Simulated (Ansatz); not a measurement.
Ideal-gas functions of CH4BNO (`OB1CN1`) at 400 K and 1 bar, from an Ansatz frequency run at PBE0-D4/def2-TZVP.

Molar mass 56.86 g/mol, point group C1 (symmetry number 1), electronic degeneracy 1, moments of inertia 21.483, 80.122, 97.92 u Å². Harmonic wavenumbers (cm⁻¹, unscaled): 245, 385, 461, 505, 715, 901, 925, 994, 1012, 1093, 1134, 1248, 1486, 1718, 3067, 3137, 3685, 3905.

Use S(trans) = R[1.5 ln M + 2.5 ln T − 1.1517]; rotational temperatures θ = 24.2544 K / I; S(rot) = R[ln(√π/σ · √(T³/θAθBθC)) + 1.5]; for each mode x = 1.438777 ν̃/T, S = R[x/(eˣ − 1) − ln(1 − e⁻ˣ)] and H = RT x/(eˣ − 1); 1 cm⁻¹ = 0.0119627 kJ/mol; R = 8.31446 J/(mol·K).

Question: By hand: the entropy, in J/(mol·K).

Answer: Translation 165.4. Rotation: θ = 1.129, 0.3027, 0.2477 K, giving 102.2. Vibration, mode by mode: 9.63, 6.24, 5.00, 4.41, 2.43, 1.43, 1.33, 1.09, 1.04, 0.82, 0.73, 0.52, 0.25, 0.12, 0.00, 0.00, 0.00, 0.00, in all 35.0. Electronic 0.0. Sum 302.6 J/(mol·K).

Question: By hand: H − E and G − E in kJ/mol, counted from the electronic energy.

Answer: Zero-point energy ½ × 26616 × 0.0119627 = 159.2; thermal vibration 9.1; translation, rotation and pV give 4 RT = 13.3. H − E = 181.6 kJ/mol, and G − E = 181.6 − 400 × 302.6/1000 = 60.6 kJ/mol.

Vibration gives 12 % of the entropy. The sum counts one conformer and one mirror image; others add a mixing term.
